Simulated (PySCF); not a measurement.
Dipole moment and polarisability of `OCc1ccccc1F`

C7H7FO.
Geometry (GFN2-xTB, Å), atoms numbered from 1 in this order:
```
atom  x, y, z in Å
O1     2.7192   -0.8682   -0.3532
C2     2.0252    0.1730    0.2853
C3     0.5252    0.0795    0.1450
C4    -0.1060   -1.1195   -0.1563
C5    -1.4829   -1.1861   -0.2800
C6    -2.2553   -0.0512   -0.1034
C7    -1.6504    1.1564    0.2014
C8    -0.2754    1.2011    0.3213
F9     0.3125    2.3849    0.6143
H10    2.5292   -0.8356   -1.2976
H11    2.2934    0.0974    1.3451
H12    2.3651    1.1543   -0.0771
H13    0.5004   -2.0037   -0.2862
H14   -1.9532   -2.1290   -0.5131
H15   -3.3285   -0.1016   -0.2026
H16   -2.2260    2.0571    0.3457
```

Level: wB97X-D/def2-SVPD (PySCF), static field, nuclei fixed, core orbitals frozen in the response. The polarisability tensor in these axes (au):

```
x   103.93  -0.79   2.54
y    -0.79  89.26   8.43
z     2.54   8.43  57.50
```

**Question.** Diagonalise the tensor; give its mean and Δα, where Δα² is half the sum of the squared differences of the eigenvalues.

**Answer.** Principal values 55.26, 91.35 and 104.07 au; mean 83.56 au = 12.38 Å³ = 13.78 × 10⁻⁴⁰ C²·m²/J; Δα = 43.86 au (52 % of the mean).

**Question.** What is the dipole moment, and where does it point?

**Answer.** (-1.45, -0.35, -1.02) D, 1.81 D in size, pointing from the negative to the positive side. Measured along this direction, the outermost atoms are H11 at the negative end and H15 at the positive end.

**Question.** Rayleigh depolarisation ratio (linearly polarised light, static tensor)?

**Answer.** ρ = 3Δα²/(45ᾱ² + 4Δα²) = 5771.1/(314217 + 7694.9) = 0.0179.

**Question.** In a dilute gas of rigid molecules at 350 K, how does the orientational term μ²/3kT compare with the electronic polarisability?

**Answer.** In Gaussian units μ²/3kT = 22.59 Å³ against 12.38 Å³, a ratio of 1.82; the Debye molar polarisation (4π/3)N_A(α + μ²/3kT) is 88.2 cm³/mol, leaving out the vibrational part.

**Question.** Estimate the molar refractivity from the static electronic polarisability.

**Answer.** Lorentz–Lorenz: R = (4π/3)N_A α = 2.5225 cm³/(mol·Å³) × 12.38 Å³ = 31.2 cm³/mol, in the limit of long wavelengths.

**Question.** What would n − 1 = 2πNα be for an ideal gas of these molecules at 500 K and 1 atm, electronic part alone?

**Answer.** N = p/kT = 1.4678 × 10¹⁹ cm⁻³, so n − 1 = 2π × N × 12.38 × 10⁻²⁴ cm³ = 1142 × 10⁻⁶ at long wavelengths.

Geometry: GFN2-xTB, one conformer, isolated molecule.

These values come from a run that also computed excited states. On one thread of an x86-64 server, on a shared host, this took 79 s of wall time.
